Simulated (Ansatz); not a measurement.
2 `CBCl` → `C[B@H-]1[Cl+][B@@H-](C)[Cl+]1` at 700 K and 1 bar (dimerisation).

Computed with Ansatz on PBE0-D4/def2-TZVP structures; ΔE is electronic, products minus reactants. CCSD(T)/CBS adds triple-zeta CCSD(T) − MP2 to the extrapolated MP2 energy (def2 sets, frozen cores).

```tsv
species	CCSD(T)/CBS energy (Eh)	H − E (kJ/mol)	S (J/(mol·K))
`CBCl`	-525.07110	179.3	357.9
`C[B@H-]1[Cl+][B@@H-](C)[Cl+]1`	-1050.14565	371.6	527.0
```

H − E and S are ideal-gas, rigid-rotor, harmonic terms from PBE0-D4/def2-TZVP. 1 Eh = 2625.50 kJ/mol, R = 8.31446 J/(mol·K).

Question: By hand: ΔE, ΔH, ΔS and ΔG.

Answer: ΔE = (-1050.14565) − 2 × (-525.07110) = -0.00345 Eh = -9.1 kJ/mol. Δ(H − E) = 371.6 − 2 × 179.3 = 13.0, so ΔH = 3.9 kJ/mol. ΔS = 527.0 − 2 × 357.9 = -188.8 J/(mol·K). ΔG = 3.9 − 700 × (-188.8)/1000 = 136.1 kJ/mol.

Question: By hand: the equilibrium constant, and the temperature at which ΔG would vanish if ΔH and ΔS stayed fixed.

Answer: log₁₀ K = −ΔG/(RT ln 10) = -10.2. ΔH and −TΔS have one sign here, so there is no such temperature. One of them is within its doubt of zero, so this could turn.

The number of gas molecules changes by -1, which sets the sign of ΔS. A doubt of 5 kJ/mol in ΔE shifts log₁₀ K by 0.4 here. Modes under 60 cm⁻¹, often nearly free rotors, make the harmonic entropy too high. These are equilibria of isolated gas molecules and say nothing of rates. Largest T1 diagnostic: 0.011 (customary marks: 0.02 for closed shells, 0.045 for open ones).
